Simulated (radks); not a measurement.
The numbers below are computed, except where a source is named.
Coulomb parameter of the 4d shell of the technetium ion Tc3+ in the model configuration [Kr] 4d3 5s1, as a second difference U = [E(n + 0.25) + E(n - 0.25) - 2 E(n)] / (0.25)^2 with all orbitals relaxed. "Bare": the charge of the atom changes with n. "Screened": the 5s shell takes up the change at fixed total charge, which measures U(4d,4d) + U(5s,5s) - 2 U(4d,5s). Level of theory: scalar-relativistic Kohn-Sham, PBE, spin-unpolarised, spherical densities, point nucleus (a radial shooting solver on a logarithmic mesh with Libxc functionals).

start: configuration [Kr] 4d3 5s1; E - E(n) (eV) 0.000
bare +0.25: configuration [Kr] 4d3.25 5s1; E - E(n) (eV) -9.259
bare -0.25: configuration [Kr] 4d2.75 5s1; E - E(n) (eV) 10.116
screened +0.25: configuration [Kr] 4d3.25 5s0.75; E - E(n) (eV) -2.240
screened -0.25: configuration [Kr] 4d2.75 5s1.25; E - E(n) (eV) 2.355

U(bare) = 13.709 eV, U(screened by 5s) = 1.834 eV, against the Slater integral F0(4d,4d) = 16.712 eV with frozen orbitals.
